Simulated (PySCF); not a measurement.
Q: Write Cartesian coordinates for `c1c(scn1)C=C` as optimised with PBE0-D3(BJ)/def2-SVP.

A: 
```xyz
12
C5H5NS angstrom
C     -2.2428   -0.9911    0.1747
C     -1.4332    0.0759    0.1743
C     -0.0096    0.0854   -0.0987
C      0.8323    1.1775   -0.1016
N      2.1395    0.9359   -0.3888
C      2.3316   -0.3276   -0.6102
S      0.9227   -1.3240   -0.4843
H     -1.8705   -1.9966   -0.0439
H     -3.3074   -0.8902    0.3947
H     -1.8506    1.0638    0.3989
H      0.5001    2.1960    0.1112
H      3.2994   -0.7684   -0.8613
```

Orientation and origin are arbitrary. Atoms count from 1 in this order. N5 (pyridine-type nitrogen) is bent (angle 110.6°). The C–C distances run from 1.339 Å (C1=C2, drawn double) to 1.450 Å (C2–C3, drawn single), a spread of 0.111 Å. The 5-membered ring C3–C4–N5–C6–S7 has internal angles of 89.2° to 116.5° (sum 540°, against 540° for a flat polygon); it is planar, 0.00 Å rms from its mean plane, widest ring torsion 0°. S7 (thiophene-type sulfur) is bent (angle 89.2°).

Bonds between heavy atoms (Å): C1=C2 1.339, C2–C3 1.450, C3–C4 1.379, C4–N5 1.360, N5–C6 1.297, C6–S7 1.730, C3–S7 1.733.

Computed with PySCF 2.14.0, PBE0-D3(BJ)/def2-SVP geometry optimisation, gas phase.

Point group: Cs (tolerance 0.08 Å). PBE0-D3(BJ)/def2-SVP frequencies: not computed here. The numbers are those of one conformer (C1–C2–C3–C4 180°).
